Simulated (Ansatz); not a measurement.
Computed with Ansatz on PBE0-D4/def2-TZVP structures; ΔE is electronic, products minus reactants. CCSD(T)/CBS is the MP2 limit (def2-TZVPP, def2-QZVPP) plus CCSD(T) − MP2 in def2-TZVPP, frozen cores. This one scheme is used for every species. DFT in def2-TZVPP. Each species was taken in one conformer, which may not be the lowest.

Reaction (formal hydrolysis of the Si–C bond): `O[SiH2][SiH2]CCl` + H₂O → `O[SiH2][SiH2]O` + `CCl`

```
             level  ΔE (eV)
            PBE-D4    -0.84
         r2SCAN-D4    -0.95
            B97M-V    -0.99
           ωB97M-V    -0.94
          PBE-QIDH    -0.93
           r2SCANh    -0.97
RPA@PBE/def2-TZVPP    -0.91
      HF/CBS(def2)    -1.17
```

Q: What does CCSD(T)/CBS give? (Best estimate.)

A: Ansatz gave: -0.90 eV. The listed levels differ from it by 0.06, -0.05, -0.09, -0.04, -0.03, -0.07, -0.01, -0.27 eV.

Largest T1 diagnostic among the species: 0.012.

From BLYP to BHLYP (50 % exact exchange), in def2-TZVPP and without D4, ΔE moves by −0.06 eV. Leaving LDA and LC-ωPBE aside and taking each functional with its dispersion term where it has one, the values, not all of them listed here, spread over 0.20 eV, from CAM-B3LYP-D4 to revPBE-D4. In def2-TZVPP, CCSD(T) changes the Hartree–Fock value by +0.24 eV (the triples alone add +0.03 eV) and MP2 by +0.24 eV.
